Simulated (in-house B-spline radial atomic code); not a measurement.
RPA and G0W0 for Yb2+, [Xe] 4f14, as one setting changes: the highest l of the empty states. Start: PBE. A dash marks a level of low quasi-particle weight. Computed with an all-electron radial atomic-structure program (B-spline basis): all electrons, scalar-relativistic (spin-free one-electron X2C), finite nucleus, each spin shell either full or empty, empty states to the listed l with an (l + 1/2)⁻⁴ tail; G0W0 by contour deformation at full frequency.

Without the two-electron picture change, the correlation of inner shells comes somewhat too large for so heavy an element.

```
highest l of the empty states  RPA summed (Eh)  RPA extrapolated (Eh)  G0W0 level (eV)
                            5             -5.7                -6.5401                -
                            6          -6.0063                -6.5322                -
                            7                ?                      ?                ?
                            8          -6.2605                -6.4788                -
                            9                ?                      ?                ?
                           10          -6.3481                -6.4495                -
                           11          -6.3696                -6.4417                -
```

Question: What belongs in the row for 9?

Answer: RPA summed (Eh): -6.3146; RPA extrapolated (Eh): -6.4608; G0W0 level (eV): -.

Question: What belongs in the row for 7?

Answer: RPA summed (Eh): -6.1685; RPA extrapolated (Eh): -6.5; G0W0 level (eV): -.
